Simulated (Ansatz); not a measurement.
Geometry optimisation, UHF/def2-SVP in Ansatz.

Input file:

```yaml
crystal:
  periodic: [false, false, false]
  atoms:
    - { symbol: B, position_ang: [0.032515, -0.003399, -0.347868] }
    - { symbol: H, position_ang: [0.087047, 0.024601, 2.048199] }
    - { symbol: Cl, position_ang: [1.556398, 0.008253, -1.193261] }
    - { symbol: F, position_ang: [-1.105273, 2.4e-05, -0.960124] }
    - { symbol: O, position_ang: [-0.095187, 0.000525, 2.999622] }
    - { symbol: H, position_ang: [-0.522199, -0.831106, 3.140533] }
magnetization:
  spin_polarized: true
  initial_magnetization: 1
basis:
  gaussian: { orbitals: def2-SVP }
hamiltonian:
  xc: hf
relax:
  f_tol: 0.03
  max_steps: 50
```

Command:

```bash
$ ansatz run input.yaml --threads 1 --pin off --max-ram 2048MiB --backend cpu --events-out ev --progress --plain --runs-dir out
```

**Question.** Where does it end, and by what steps?

**Answer.** It converged. The force dipped under the threshold on the way, but the program's further checks kept it going. After 46 steps the energy has fallen by 0.350 eV; O5 moved furthest, 1.20 Å. Joined: B1–O5 (3.35 → 1.74 Å).

| step | energy less start (eV) | largest force component (eV/Å) | accepted |
| --- | --- | --- | --- |
| 0 | 0.0000 | 1.409 | yes |
| 2 | -0.0065 | 2.055 | no |
| 4 | -0.0705 | 0.125 | yes |
| 6 | -0.0849 | 0.282 | yes |
| 8 | -0.0861 | 0.299 | yes |
| 10 | -0.0976 | 0.224 | yes |
| 12 | -0.0976 | 0.559 | no |
| 14 | -0.0996 | 1.138 | no |
| 16 | -0.1130 | 0.250 | yes |
| 18 | -0.1303 | 0.957 | yes |
| 20 | -0.1247 | 1.580 | no |
| 22 | -0.1712 | 0.388 | yes |
| 24 | -0.1945 | 1.676 | yes |
| 26 | -0.2456 | 0.223 | yes |
| 28 | -0.2751 | 0.414 | yes |
| 30 | -0.2981 | 0.432 | yes |
| 32 | -0.3059 | 0.284 | yes |
| 34 | -0.3119 | 0.175 | yes |
| 36 | -0.3405 | 0.330 | yes |
| 38 | -0.3476 | 0.065 | yes |
| 40 | -0.3485 | 0.021 | yes |
| 42 | -0.3491 | 0.071 | yes |
| 44 | -0.3494 | 0.053 | no |
| 46 | -0.3495 | 0.011 | yes |

```xyz
6
Properties=species:S:1:pos:R:3
B -0.094 -0.490 0.126
H 0.723 -0.015 2.195
Cl 1.437 0.312 -0.443
F -1.251 -0.023 -0.328
O -0.144 -0.021 1.805
H -0.718 -0.564 2.332
```

Whether the end is a true minimum wasn't checked by a vibrational analysis.

Time of the run: 110 s on 1 thread of Arm Neoverse N1 (shared host), peak memory 0.15 GiB.
